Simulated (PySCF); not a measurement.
Working out the ionisation energy of Bi

Bi [Xe] 4f14 5d10 6s2 6p3 (4S) → Bi⁺ [Xe] 4f14 5d10 6s2 6p2 (3P). Computed with PySCF 2.14 in def2-QZVPPD with the def2 core potential (60 electrons) (8s6p5d4f1g, 88 functions), with scalar relativity through the core potential. Frozen: 5s2 5p6 5d10. Energies in hartree (1 hartree = 27.21139 eV):

```csv
part,Bi (lower),Bi⁺ (upper)
UHF,-213.594510,-213.293017
CCSD correlation,-0.064907,-0.050936
(T),-0.002100,-0.001093
```

Problem. What does Hartree-Fock give?

Solution. (-213.293017) − (-213.594510) = 0.301493 hartree = 8.204 eV.

Problem. What do CCSD and CCSD(T) give?

Solution. The CCSD correlation energies differ by 0.013971 hartree = 0.380 eV and the triples by 0.001007 hartree = 0.027 eV, so CCSD gives 8.584 eV and CCSD(T) 8.611 eV.

Reference: 7.286 eV (measured; NIST Atomic Spectra Database, ionization energies), between the lowest levels; spin-orbit coupling is absent from the calculation.

What remains against the reference includes basis incompleteness, the frozen core and higher excitations.
